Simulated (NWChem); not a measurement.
# C3H5F; SMILES C/C=C\F

Results from NWChem. Medium grid unless said otherwise, to which SCAN and Minnesota functionals are sensitive. The geometry was optimised at PBE-D3(BJ)/def2-SVP. B3LYP is NWChem's, with the RPA form of VWN correlation. Total energies of different functionals are on different scales.

```json
[
 {"level": "B3LYP/def2-SVP", "energy (Ha)": "-216.9814", "highest occupied level (eV)": "-6.83", "orbital gap (eV)": "7.28", "dipole (D)": "1.33"},
 {"level": "PBE/def2-SVP", "energy (Ha)": "-216.7226", "highest occupied level (eV)": "-5.79", "orbital gap (eV)": "5.46", "dipole (D)": "1.17"},
 {"level": "PW6B95/def2-SVP", "energy (Ha)": "-217.2293", "highest occupied level (eV)": "-7.20", "orbital gap (eV)": "[?]", "dipole (D)": "1.38"},
 {"level": "HCTH/407/def2-SVP", "energy (Ha)": "-216.9595", "highest occupied level (eV)": "-6.00", "orbital gap (eV)": "5.52", "dipole (D)": "1.21"},
 {"level": "r2SCAN0/def2-SVP", "energy (Ha)": "-216.8336", "highest occupied level (eV)": "-7.28", "orbital gap (eV)": "8.05", "dipole (D)": "1.43"},
 {"level": "N12/def2-SVP", "energy (Ha)": "-216.9299", "highest occupied level (eV)": "-5.69", "orbital gap (eV)": "5.49", "dipole (D)": "1.32"},
 {"level": "M06/def2-SVP", "energy (Ha)": "-216.8482", "highest occupied level (eV)": "-7.18", "orbital gap (eV)": "7.78", "dipole (D)": "1.41"},
 {"level": "PW91/def2-SVP", "energy (Ha)": "-216.8970", "highest occupied level (eV)": "-5.84", "orbital gap (eV)": "5.45", "dipole (D)": "1.18"},
 {"level": "TPSSh/def2-SVP", "energy (Ha)": "-216.9888", "highest occupied level (eV)": "-6.37", "orbital gap (eV)": "6.59", "dipole (D)": "1.29"},
 {"level": "LDA (Slater exchange, VWN5)/def2-SVP", "energy (Ha)": "-215.2409", "highest occupied level (eV)": "-5.93", "orbital gap (eV)": "5.40", "dipole (D)": "1.24"}
]
```

Q: Complete the blanks.

A: 
- PW6B95/def2-SVP, orbital gap (eV): 7.94
